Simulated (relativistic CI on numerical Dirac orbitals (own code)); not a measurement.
## Radial parameters of Hg LXI

Computed by Dirac-Coulomb-Breit CI, orbitals from a KLI potential per configuration, QED by a radiative potential, unscaled Slater integrals (own radial code, finite nucleus).

Slater integrals F^k, G^k are unscaled and averaged over j, outside the closed core [Ne]; ζ comes from projecting the Hamiltonian with its Breit term on Σ l·s of the shell.

- 3s2 3p6 3d2: F^2(3d,3d) = 679490, F^4(3d,3d) = 439610, ζ(3d) = 352950 cm⁻¹; <r>(3d) = 0.1509, <r^2>(3d) = 0.02632 (bohr units).
- 3s2 3p5 3d3: ζ(3p) = 2.6502e+06, F^2(3d,3d) = 678700, F^4(3d,3d) = 439080, F^2(3p,3d) = 582600, G^1(3p,3d) = 611270, G^3(3p,3d) = 410520, ζ(3d) = 350500 cm⁻¹; <r>(3p) = 0.1689, <r^2>(3p) = 0.03312, <r>(3d) = 0.1511, <r^2>(3d) = 0.02637 (bohr units).
- 3s 3p6 3d3: F^2(3d,3d) = 678410, F^4(3d,3d) = 438890, G^2(3s,3d) = 476380, ζ(3d) = 351870 cm⁻¹; <r>(3s) = 0.1705, <r^2>(3s) = 0.0333, <r>(3d) = 0.1511, <r^2>(3d) = 0.0264 (bohr units).

(1) Give the Racah parameters of the d shell in 3s2 3p6 3d2.

Averages of the first 10 configurations, taken without configuration mixing, which lowers the lowest level and can move excited configurations by several eV; other configurations of the list can lie among them:

```tsv
Configuration	Parity	States	Average energy above the lowest level (eV)
3s2 3p6 3d2	even	45	138.3
3s2 3p5 3d3	odd	720	685.3
3s 3p6 3d3	even	240	1267.2
3s2 3p6 3d 4s	even	20	2578.8
3s2 3p6 3d 4p	odd	60	2802.0
3s2 3p6 3d 4d	even	100	3023.7
3s2 3p5 3d2 4s	odd	540	3114.1
3s2 3p6 3d 4f	odd	140	3171.3
3s2 3p5 3d2 4p	even	1620	3337.7
3s2 3p5 3d2 4d	odd	2700	3558.6
```

## Answers

(1) B = F²/49 − 5F⁴/441 = 8883 cm⁻¹ and C = 35F⁴/441 = 34890 cm⁻¹.
